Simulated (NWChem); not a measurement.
GeSiH$_{5}$OCl; SMILES [Cl][Ge@H]([SiH3])[OH]

```xyz
9

O      1.8112    -0.1222    -0.6989
Ge     0.3766    -0.0727     0.3452
Si    -0.7791     1.9380    -0.1815
Cl    -0.9217    -1.7399    -0.1919
H      2.3223    -0.9344    -0.6042
H      0.7774    -0.3364     1.8115
H     -1.1019     1.9244    -1.6365
H     -2.0338     1.9788     0.6253
H      0.0725     3.1179     0.1521
```
Atoms are numbered in this order, from 1.

Results from NWChem. Pople sets run with spherical d functions. All runs use the structure optimised with PBE0/def2-SVP. Ions are spin-unrestricted doublets at the neutral geometry; other ion states weren't tried.

Q: Estimate the computed values for B3LYP/6-31G*. Quantities: vertical ionisation energy, ΔSCF (eV); −ε(HOMO) (eV).

A: 
* **vertical ionisation energy, ΔSCF (eV)**: 10.12
* **−ε(HOMO) (eV)**: 7.92
